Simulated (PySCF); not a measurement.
Exercise with solution: refractive index and permittivity of the vapour

H₇Si₃, SMILES [SiH2][SiH2][SiH3], multiplicity 2.

Geometry: PBE0-D3(BJ)/def2-SVP. The isomer is the one that the SMILES or the coordinates give; other isomers of the formula were not compared.

PySCF with PBE/def2-TZVPD gives a mean static polarisability of 101.7 bohr³ and a dipole moment of 0.13 D. Take an ideal gas at 298.15 K and 1 bar, whether or not the substance is that volatile.

**Question.** Work out n − 1 in the optical limit and the static ε − 1.

**Answer.** 
Polarisability volume α' = 101.7 × 0.148185 = 15.07 Å³. Number density N = p/kT = 2.43e-5 Å⁻³.
Dilute limit of Lorentz–Lorenz: n − 1 = 2π N α' = 0.0023.
Orientation term of Debye: μ²/(3kT) = 8.098 Å³ × μ²(D²) = 0.14 Å³.
ε − 1 = 4π N (α' + μ²/3kT) = 0.0046. Orientation of the dipole supplies 1 % of the static response; it can't follow optical fields. Vibrational polarisation and dispersion are left out.
